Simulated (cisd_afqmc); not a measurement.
Input (AFQMC/CISD/cc-pV(D+d)Z; cisd_afqmc is a phaseless AFQMC code with CISD trial states that reads the integrals written by Ansatz): A basis named .json is the Basis Set Exchange file of that set.

Ansatz 0.2 input:
```python
import cisd_afqmc

open("ham.yaml", "w").write("""\
crystal:
  periodic: [false, false, false]
  atoms:
    - {symbol: Si, position_ang: [-0.00000000, -0.00000000, -1.16885582]}
    - {symbol: S, position_ang: [0.00000000, 0.00000000, 1.02274885]}
basis:
  gaussian:
    orbitals: cc-pV_D+d_Z.json
magnetization: {spin_polarized: true, initial_magnetization: 2}
correlation: {method: ccsd, electrons: outside_noble_gas, hamiltonian_folder: ham}
""")
rep = cisd_afqmc.ansatz("ham.yaml")
e_ccsd = rep["correlation"]["coupled_cluster"]["energy"]["hartree"]
out = cisd_afqmc.run("ham", e_ccsd, trial="CISD", walkers=200, populations=8, threads=8, dt=0.005, steps=40, early=24, settle=10, least=32,
    cut=5e-5, rank_cut=2e-4, target=0.0004, seconds=1500, seed=1, memory=17280, gpu=False)
```

Output:

```
orbitals 36, occupied [6, 4], factors 201 of 486, rank of the doubles 140 of 308
E(HF) = -686.412851
E(CCSD) on the cut factors = -686.609605, shift to the whole factors 0.000000
Energy of the trial state on the determinant = -686.609528
  tau behind 7.2 of longer steps, mean of the populations' last blocks
   2.0  -686.61789
   4.0  -686.61803
   6.0  -686.61840
   8.0  -686.61820
blocks 281 (0 outliers left out), error by blocks joined: 1: 0.00012, 2: 0.00015, 4: 0.00019, 8: 0.00022, 16: 0.00028
E(AFQMC/CISD) = -686.61812 +/- 0.00028
```

The determinant is spin-contaminated: <S^2> is 2.03, 0.03 over the pure value.

This triplet is an excited state, 3.2 eV above the singlet at CCSD(T)/cc-pV(5+d)Z (Ansatz).

The error still grows at the longest joins of blocks, or few joins were possible, so the printed bar may be too narrow.
